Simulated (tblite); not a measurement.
Parent: `[SiH3:1][C@:2]12[CH:3]=[CH:4][C@H:5]1[CH:6]=[CH:7]2`, C6H8Si.

Structures optimised with GFN2-xTB, isolated species. One conformer each, not checked by frequencies here.

```csv
coordinate of the parent,value
Si1–C2,1.883 Å
C2–C3,1.513 Å
C3=C4,1.329 Å
C4–C5,1.509 Å
C5–C6,1.509 Å
C6=C7,1.329 Å
C2–C5,1.567 Å
C2–C7,1.513 Å
Si1–C2–C3,120.3°
Si1–C2–C5,122.9°
Si1–C2–C7,120.3°
C3–C2–C5,85.4°
C3–C2–C7,112.6°
C5–C2–C7,85.4°
C2–C3–C4,94.5°
C3–C4–C5,94.6°
C4–C5–C6,114.3°
C2–C5–C4,85.6°
C2–C5–C6,85.6°
C5–C6–C7,94.6°
C2–C7–C6,94.5°
```

How does the shared frame change in `[CH3:1][S:2][C:3]1=[CH:4][C@@:5]2([SiH3:6])[CH:7]=[CH:8][C@@H:9]12` with C1–S2–C3–C4 1°, C7H10SSi? Atoms pair as Si1 = Si6, C2 = C5, C3 = C4, C4 = C3, C5 = C9, C6 = C8, C7 = C7 (parent first).

```
   parent   relative  value in the relative  change
   Si1–C2     Si6–C5                1.885 Å  +0.002
    C2–C3      C5–C4                1.515 Å  +0.002
    C3=C4      C4=C3                1.337 Å  +0.008
    C4–C5      C3–C9                1.508 Å  -0.001
    C5–C6      C9–C8                1.507 Å  -0.002
    C6=C7      C8=C7                1.329 Å   0.000
    C2–C5      C5–C9                1.567 Å   0.000
    C2–C7      C5–C7                1.514 Å  +0.001
Si1–C2–C3  Si6–C5–C4                 119.8°    -0.5
Si1–C2–C5  Si6–C5–C9                 122.6°    -0.3
Si1–C2–C7  Si6–C5–C7                 120.6°    +0.3
 C3–C2–C5   C4–C5–C9                  86.0°    +0.6
 C3–C2–C7   C4–C5–C7                 112.8°    +0.2
 C5–C2–C7   C9–C5–C7                  85.2°    -0.2
 C2–C3–C4   C5–C4–C3                  93.6°    -0.9
 C3–C4–C5   C4–C3–C9                  95.1°    +0.5
 C4–C5–C6   C3–C9–C8                 114.2°    -0.1
 C2–C5–C4   C5–C9–C3                  85.2°    -0.4
 C2–C5–C6   C5–C9–C8                  85.7°    +0.1
 C5–C6–C7   C9–C8–C7                  94.5°    -0.1
 C2–C7–C6   C5–C7–C8                  94.5°     0.0
```

Of the parent's bonds, C3–C4 changes most (+0.008 Å). Bonds of the relative outside the shared frame: C1–S2 1.816, S2–C3 1.740 Å. Point group Cs → C1.

The numbers are calculated, not measured.
